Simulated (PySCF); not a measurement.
# From computed data to an observable: dipole moment from atomic charges

Si(F)2(OH)(NH2) (F₂H₃NOSi), SMILES N[Si](O)(F)F. Atoms are numbered in the order given.

```xyz
8

N      1.6887     0.0433     0.0090
Si     0.0064     0.0080     0.0055
O     -0.5601     1.5415    -0.0914
F     -0.4782    -0.7763     1.3278
F     -0.6863    -0.8273    -1.1972
H      2.2259     0.7153    -0.5243
H      2.2555    -0.6806     0.4326
H     -1.4307     1.6514    -0.4912
```
Charge 0, spin multiplicity 1.

Geometry optimised at r2SCAN-D4/def2-SVP. Other conformers were not sampled.

Charges (e) from PBE0/def2-TZVP run with PySCF:

```json
[
 {"atom": "N1", "Mulliken": "-0.624", "IAO": "-0.894"},
 {"atom": "Si2", "Mulliken": "0.919", "IAO": "1.801"},
 {"atom": "O3", "Mulliken": "-0.514", "IAO": "-0.800"},
 {"atom": "F4", "Mulliken": "-0.313", "IAO": "-0.537"},
 {"atom": "F5", "Mulliken": "-0.317", "IAO": "-0.543"},
 {"atom": "H6", "Mulliken": "0.256", "IAO": "0.296"},
 {"atom": "H7", "Mulliken": "0.256", "IAO": "0.294"},
 {"atom": "H8", "Mulliken": "0.338", "IAO": "0.385"}
]
```

The dipole moment of the full density is 1.80 D.

### Question
What dipole moment does each set of point charges give, and which comes closer to that of the density?

### Answer

μ = Σ q r, and 1 e Å = 4.8032 D.
Mulliken: Σ q r = (0.271, 0.260, -0.179) e Å, |μ| = 2.00 D.
IAO: Σ q r = (0.351, 0.256, -0.205) e Å, |μ| = 2.31 D.
Mulliken comes closer in size. Point charges leave out the atoms' own dipoles (lone pairs, polarised bonds); fits to the potential absorb them, partitions of the density don't.
